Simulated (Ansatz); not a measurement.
Consider the formal exchange of groups at the Se–C bond: `C[Se]C#N` + ethane → `CC[Se]C` + `C#N`.

Computed with Ansatz on PBE0-D4/def2-TZVP structures; ΔE is electronic, products minus reactants. CBS: MP2 limit from def2 TZ/QZ plus the TZ coupled-cluster correction, frozen cores. This one scheme is used for every species. DFT in def2-TZVPP. HSE06 is defined as in plane-wave codes. For Se outer-core shells are correlated without core-valence functions, which leaves a few kJ/mol of doubt a bond. Scalar relativity is left out up to krypton. Each species was taken in one conformer, which may not be the lowest.

| species | HSE06 energy (Eh) |
| --- | --- |
| `C[Se]C#N` | -2533.89744 |
| `CC` | -79.74647 |
| `CC[Se]C` | -2520.29308 |
| `C#N` | -93.34086 |

(1) Work out ΔE.

(2) What do rigid-rotor, harmonic-oscillator terms from PBE0-D4/def2-TZVP frequencies (298.15 K, 1 bar) make of the CCSD(T)/CBS value? (An estimate is asked.)

Largest T1 diagnostic among the species: 0.014.

Answers

(1) ΔE = (-2520.29308) + (-93.34086) − (-2533.89744) − (-79.74647) = 0.00997 Eh = +26.2 kJ/mol. CCSD(T)/CBS gives +12.7 kJ/mol.

(2) Computed: ΔZPE = -2.2 kJ/mol, ΔH = +11.4 kJ/mol, ΔS = 0 J/(mol·K), ΔG = +11.4 kJ/mol.

At CCSD(T), def2-SVP lies +7.0 kJ/mol from the extrapolated value and def2-TZVPP +3.5 kJ/mol. Leaving LDA and LC-ωPBE aside and taking each functional with its dispersion term where it has one, the values, not all of them listed here, spread over 10.9 kJ/mol, from ωB97M-V to B97M-V. LDA lies −4.6 kJ/mol from PBE without D4. From BLYP to BHLYP (50 % exact exchange), in def2-TZVPP and without D4, ΔE moves by −8.1 kJ/mol.
